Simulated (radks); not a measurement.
Q: Ba, configuration [Xe] 6s1 6p1 (not the ground configuration). All-electron calculation, Dirac Kohn-Sham, PBE, spin-unpolarised, spherical densities, point nucleus; open shells fill j = l - 1/2 first. Program: a radial shooting solver on a logarithmic mesh with Libxc functionals. Some entries of the table are withheld. Estimate them.

orbital,occ.,eigenvalue (hartree),<r^2> (bohr^2)
1s1/2,2,-1368.211,(1)
2s1/2,2,-216.2070,0.01415
2p1/2,2,-203.6529,0.01041
2p3/2,4,-189.6242,0.01168
3s1/2,2,-45.66999,0.09731
3p1/2,2,(2),0.09212
3p3/2,4,(3),0.09986
3d3/2,4,-28.45726,0.08261
3d5/2,6,-27.87927,0.08482
4s1/2,2,-8.99202,0.5126
4p1/2,2,(4),0.5526
4p3/2,4,(5),0.5964
4d3/2,4,-3.38788,(6)
4d5/2,6,-3.29183,(7)
5s1/2,2,-1.27444,3.016
5p1/2,2,-0.77871,3.913
5p3/2,4,-0.70222,4.276
6s1/2,1,-0.13792,(8)
5d3/2,0,(9),13.66
5d5/2,0,(10),14.31
6p1/2,1,-0.06582,41.79
6p3/2,0,-0.06052,45.11

A: 
(1) 1s1/2 <r^2> (bohr^2): 0.0008883
(2) 3p1/2 eigenvalue (hartree): -40.40353
(3) 3p3/2 eigenvalue (hartree): -37.69183
(4) 4p1/2 eigenvalue (hartree): -7.07793
(5) 4p3/2 eigenvalue (hartree): -6.51280
(6) 4d3/2 <r^2> (bohr^2): 0.7339
(7) 4d5/2 <r^2> (bohr^2): 0.7524
(8) 6s1/2 <r^2> (bohr^2): 25.17
(9) 5d3/2 eigenvalue (hartree): -0.10412
(10) 5d5/2 eigenvalue (hartree): -0.09917
